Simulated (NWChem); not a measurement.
System: CH6OSiSn, singlet; SMILES [SiH3][Sn][O]C

Input file for NWChem:

```
start job
memory heap 200 mb stack 900 mb global 1100 mb
geometry units angstroms
  Sn     0.118413     0.254209     0.600883
  O      1.510759    -0.386617    -0.712511
  C      1.625223    -0.944852    -1.984949
  H      0.653272    -1.090309    -2.463181
  H      2.222401    -0.281009    -2.615613
  H      2.138029    -1.906935    -1.910993
  Si    -1.971239    -0.285476    -0.894775
  H     -2.077621    -1.712995    -1.285709
  H     -1.967464     0.409854    -2.205678
  H     -3.334767    -0.009747    -0.391783
end
basis spherical
  * library def2-svp
end
ecp
  Sn library def2-ecp
end
dft
  xc pbe0
  iterations 150
end
driver
  maxiter 120
end
task dft optimize
```

NWChem printed, in part:

```
             Northwest Computational Chemistry Package (NWChem) 7.3.0
             --------------------------------------------------------

 C1  symmetry detected

                             Geometry "geometry" -> ""
                             -------------------------

 Output coordinates in angstroms (scale by  1.889725989 to convert to a.u.)

  No.       Tag          Charge          X              Y              Z
 ---- ---------------- ---------- -------------- -------------- --------------
    1 Sn                  50.0000     0.80674703     0.02867412     0.00005404
    2 O                    8.0000    -0.43665387     1.61871920     0.00003888
    3 C                    6.0000    -1.79504318     1.93273226    -0.00098526
    4 H                    1.0000    -2.42701837     1.04107782     0.00959949
    5 H                    1.0000    -2.02633345     2.52819197     0.88613295
    6 H                    1.0000    -2.02614345     2.52770539    -0.88791414
    7 Si                  14.0000    -1.06555813    -1.81235046     0.00040048
    8 H                    1.0000    -1.98947277    -1.72976962    -1.15783920
    9 H                    1.0000    -1.98972082    -1.72913550     1.15840020
   10 H                    1.0000    -0.69735856    -3.24501691    -0.01108725

 Effective nuclear repulsion energy (a.u.)     429.4696766449

                                Z-matrix (autoz)
                                --------

 Units are Angstrom for bonds and degrees for angles

      Type          Name      I     J     K     L     M      Value
      ----------- --------  ----- ----- ----- ----- ----- ----------
    1 Stretch                  1     2                       2.01849
    2 Stretch                  1     7                       2.62581
    3 Stretch                  2     3                       1.39421
    4 Stretch                  3     4                       1.09296
    5 Stretch                  3     5                       1.09318
    6 Stretch                  3     6                       1.09272
    7 Stretch                  7     8                       1.48390
    8 Stretch                  7     9                       1.48390
    9 Stretch                  7    10                       1.47927
   10 Bend                     1     2     3               141.04125
   11 Bend                     1     7     8               113.88077
   12 Bend                     1     7     9               113.88233
   13 Bend                     1     7    10               120.10303
   14 Bend                     2     1     7                96.49227
   15 Bend                     2     3     4               112.31002
   16 Bend                     2     3     5               109.16105
   17 Bend                     2     3     6               109.22540
   18 Bend                     4     3     5               108.31145
   19 Bend                     4     3     6               109.25508
   20 Bend                     5     3     6               108.50215
   21 Bend                     8     7     9               102.60477
   22 Bend                     8     7    10               101.70146
   23 Bend                     9     7    10               102.43836
   24 Torsion                  1     2     3     4           0.66843
   25 Torsion                  1     2     3     5         120.80760
   26 Torsion                  1     2     3     6        -120.70466
   27 Torsion                  2     1     7     8          58.61404
   28 Torsion                  2     1     7     9         -58.58185
   29 Torsion                  2     1     7    10         179.48172
   30 Torsion                  3     2     1     7          -0.07396

                           NWChem Geometry Optimization
                           ----------------------------

 maximum gradient threshold         (gmax) =   0.000450
 rms gradient threshold             (grms) =   0.000300
 maximum cartesian step threshold   (xmax) =   0.001800
 rms cartesian step threshold       (xrms) =   0.001200
 fixed trust radius                (trust) =   0.300000
 source of zmatrix                         =   autoz

          -------------------
          Energy Minimization
          -------------------

 Using diagonal initial Hessian
 Scaling for Hessian diagonals: bonds = 1.00  angles = 0.25  torsions = 0.10

          --------
          Step   0

                                 NWChem DFT Module
                                 -----------------

 Summary of "ao basis" -> "ao basis" (spherical)
 ------------------------------------------------------------------------------
       Tag                 Description            Shells   Functions and Types
 ---------------- ------------------------------  ------  ---------------------
 Sn                         def2-svp                10       26   4s4p2d
 O                          def2-svp                 6       14   3s2p1d
 C                          def2-svp                 6       14   3s2p1d
 H                          def2-svp                 3        5   2s1p
 Si                         def2-svp                 8       18   4s3p1d

[...]

      ----------------------
      Optimization converged
      ----------------------

  Step       Energy      Delta E   Gmax     Grms     Xrms     Xmax
  ---- ---------------- -------- -------- -------- -------- --------
@    8    -620.28954974 -2.1D-07  0.00009  0.00002  0.00074  0.00178
                                     ok       ok       ok       ok

                                Z-matrix (autoz)
                                --------

 Units are Angstrom for bonds and degrees for angles

      Type          Name      I     J     K     L     M      Value     Gradient
      ----------- --------  ----- ----- ----- ----- ----- ---------- ----------
    1 Stretch                  1     2                       1.99646   -0.00003
    2 Stretch                  1     7                       2.71246    0.00009
    3 Stretch                  2     3                       1.39025   -0.00004
    4 Stretch                  3     4                       1.10850    0.00001
    5 Stretch                  3     5                       1.10598    0.00000
    6 Stretch                  3     6                       1.10600    0.00001
    7 Stretch                  7     8                       1.50230    0.00003
    8 Stretch                  7     9                       1.50230    0.00003
    9 Stretch                  7    10                       1.50140    0.00003
   10 Bend                     1     2     3               132.19498    0.00001
   11 Bend                     1     7     8               113.13323   -0.00000
   12 Bend                     1     7     9               113.12560   -0.00001
   13 Bend                     1     7    10               109.69836    0.00002
   14 Bend                     2     1     7                96.48054    0.00000
   15 Bend                     2     3     4               113.66525    0.00000
   16 Bend                     2     3     5               110.50940    0.00001
   17 Bend                     2     3     6               110.52158    0.00001
   18 Bend                     4     3     5               107.40504   -0.00001
   19 Bend                     4     3     6               107.39998   -0.00001
   20 Bend                     5     3     6               107.05584   -0.00001
   21 Bend                     8     7     9               106.94081   -0.00000
   22 Bend                     8     7    10               106.77849   -0.00001
   23 Bend                     9     7    10               106.77564   -0.00001
   24 Torsion                  1     2     3     4           0.22022    0.00000
   25 Torsion                  1     2     3     5         121.05913    0.00000
   26 Torsion                  1     2     3     6        -120.62108    0.00000
   27 Torsion                  2     1     7     8          60.88486   -0.00001
   28 Torsion                  2     1     7     9         -60.91800    0.00000
   29 Torsion                  2     1     7    10         179.98770    0.00000
   30 Torsion                  3     2     1     7          -0.04359    0.00000

                         Geometry "geometry" -> "geometry"
                         ---------------------------------

 Output coordinates in angstroms (scale by  1.889725989 to convert to a.u.)

  No.       Tag          Charge          X              Y              Z
 ---- ---------------- ---------- -------------- -------------- --------------
    1 Sn                  50.0000     0.81539489     0.07222495    -0.00174381
    2 O                    8.0000    -0.35051297     1.69287116     0.00112116
    3 C                    6.0000    -1.73192781     1.84936984     0.00163060
    4 H                    1.0000    -2.28832899     0.89063324     0.00406663
    5 H                    1.0000    -2.05663512     2.42257466     0.89000157
    6 H                    1.0000    -2.05795589     2.41872010    -0.88875579
    7 Si                  14.0000    -1.19362540    -1.75021765    -0.00230606
    8 H                    1.0000    -2.08337252    -1.64745918    -1.20841951
    9 H                    1.0000    -2.08085797    -1.65070137     1.20592809
   10 H                    1.0000    -0.61873379    -3.13718745    -0.00472269

 Effective nuclear repulsion energy (a.u.)     428.9208884930

                Final and change from initial internal coordinates
                --------------------------------------------------

                                Z-matrix (autoz)
                                --------

 Units are Angstrom for bonds and degrees for angles

[...]
```

Level: PBE0/def2-SVP with def2 effective core potentials on Sn. Low-valent species are run as closed-shell singlets; no triplet was tried in these runs. No frequency run checked for a minimum. def2 effective core potentials on Sn; no spin-orbit coupling.
